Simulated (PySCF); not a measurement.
A structure optimised at PBE-D3(BJ)/def2-SVP, used in a PySCF frequency run:

```xyz
12

N      2.0246    -0.3975    -1.3664
C      1.0102    -1.2128    -0.6813
Si    -0.1385    -0.2179     0.4272
O      0.8582     0.5507     1.5181
O     -1.3244    -1.0390     1.2759
Cl    -1.1083     1.1955    -0.8004
H      1.5519     0.3348    -1.9149
H      2.5751     0.1123    -0.6619
H      1.5121    -1.9908    -0.0648
H      0.4131    -1.7742    -1.4324
H      0.4090     1.1128     2.1734
H     -2.1850    -1.1022     0.8263
```
Charge 0, spin multiplicity 1.

### Question
Write its SMILES and formula.

### Answer
NC[Si](O)(O)Cl, CH6ClNO2Si

### Question
What are its rotational constants (standard atomic weights)?

### Answer
2.3865, 1.9336, 1.4773 GHz
